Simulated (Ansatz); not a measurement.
Geometry optimisation, RKS PBE/def2-SVP in Ansatz 0.2.0.

input.yaml

```yaml
crystal:
  periodic: [false, false, false]
  atoms:
    - { symbol: Si, position_ang: [0.0, 0.0, 0.0] }
    - { symbol: Cl, position_ang: [0.0, 0.0, 2.48] }
    - { symbol: H, position_ang: [1.3768, 0.0, -0.4862] }
    - { symbol: H, position_ang: [-0.6877, 1.1914, -0.4862] }
    - { symbol: H, position_ang: [-0.6877, -1.1914, -0.4862] }
    - { symbol: Br, position_ang: [-2.4768, 0.0, 0.823] }
    - { symbol: H, position_ang: [-1.4158, 0.0, 2.0742] }
basis:
  gaussian: { orbitals: def2-SVP }
hamiltonian:
  xc: pbe
relax:
  f_tol: 0.15
  max_steps: 25
  restrain:
    - { distance: [0, 5], at: 3.51, k: 30.0 }
    - { distance: [6, 1], at: 2.57, k: 30.0 }
    - { distance: [0, 1], at: 2.13, k: 30.0 }
    - { distance: [6, 5], at: 1.55, k: 30.0 }
```

Launched with:

```bash
$ ansatz run input.yaml --threads 2 --pin off --max-ram 3072MiB --backend cpu --events-out ev --progress --plain --runs-dir out
```

Task: Where does it end, and by what steps?

Result: The run converged. The restraints hold the end off the free minimum; the threshold counts their pulls, which the force column leaves out. Restrained pairs: Si1–Br6 (2.61 → 3.52 Å), Cl2–H7 (1.47 → 2.57 Å), Si1–Cl2 (2.48 → 2.12 Å), Br6–H7 (1.64 → 1.51 Å). After 5 steps the energy has fallen by 1.962 eV (the restraints' own energy left out); Br6 moved furthest, 0.69 Å.

```csv
step,energy less start (eV),largest force component (eV/Å),accepted
0,0.0000,2.626,yes
1,-0.7201,2.981,yes
2,-1.0937,4.495,yes
3,-1.5535,3.484,yes
4,-1.9378,0.985,yes
5,-1.9622,1.001,yes
```

```xyz
7
Properties=species:S:1:pos:R:3
Si 0.225 0.000 0.003
Cl 0.480 0.000 2.109
H 1.613 0.000 -0.556
H -0.493 1.252 -0.401
H -0.493 -1.252 -0.401
Br -3.136 0.000 1.042
H -2.087 0.000 2.123
```

Time of the run: 9.2 s on 2 threads of Arm Neoverse V2, with other jobs on the host, peak memory 0.13 GiB.
